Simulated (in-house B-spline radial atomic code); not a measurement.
Ionisation energies with and without relativity, with size and susceptibility from the Dirac run. Dirac energy differences include first-order Breit, QED and recoil terms. NIST's values go from ground level to ground level; the uncertainty of those that are theory runs from under 0.1 % in few-electron ions to several per cent in heavy many-electron ones. Computed with a B-spline radial code for spherical atoms: non-relativistic Hartree-Fock and Dirac-Hartree-Fock, averages of the configuration (point nuclei without relativity, finite nuclei with it).

```json
{"ion": "Tc6+", "configuration": "[Kr] 4d1", "configuration after": "[Ar] 3d10 4s2 4p6", "ionisation non-relativistic (eV)": "88.45", "ionisation Dirac Breit and QED (eV)": "87.67", "tabulated value (eV)": "88", "radius at density 0.001 (bohr)": "2.636", "diamagnetic susceptibility (10⁻⁶ cm³/mol)": "-13.01"}
{"ion": "Ru6+", "configuration": "[Kr] 4d2", "configuration after": "[Kr] 4d1", "ionisation non-relativistic (eV)": "92.51", "ionisation Dirac Breit and QED (eV)": "91.69", "tabulated value (eV)": "93", "radius at density 0.001 (bohr)": "2.652", "diamagnetic susceptibility (10⁻⁶ cm³/mol)": "-13.495"}
{"ion": "Rh6+", "configuration": "[Kr] 4d3", "configuration after": "[Kr] 4d2", "ionisation non-relativistic (eV)": "96.56", "ionisation Dirac Breit and QED (eV)": "95.68", "tabulated value (eV)": "97", "radius at density 0.001 (bohr)": "2.644", "diamagnetic susceptibility (10⁻⁶ cm³/mol)": "-13.854"}
{"ion": "Pd6+", "configuration": "[Kr] 4d4", "configuration after": "[Kr] 4d3", "ionisation non-relativistic (eV)": "100.58", "ionisation Dirac Breit and QED (eV)": "99.66", "tabulated value (eV)": "101", "radius at density 0.001 (bohr)": "2.625", "diamagnetic susceptibility (10⁻⁶ cm³/mol)": "-14.116"}
{"ion": "Ag6+", "configuration": "[Kr] 4d5", "configuration after": "[Kr] 4d4", "ionisation non-relativistic (eV)": "104.60", "ionisation Dirac Breit and QED (eV)": "103.63", "tabulated value (eV)": "106", "radius at density 0.001 (bohr)": "2.599", "diamagnetic susceptibility (10⁻⁶ cm³/mol)": "-14.299"}
{"ion": "Cd6+", "configuration": "[Kr] 4d6", "configuration after": "[Kr] 4d5", "ionisation non-relativistic (eV)": "108.60", "ionisation Dirac Breit and QED (eV)": "107.58", "tabulated value (eV)": "105", "radius at density 0.001 (bohr)": "2.569", "diamagnetic susceptibility (10⁻⁶ cm³/mol)": "-14.421"}
```
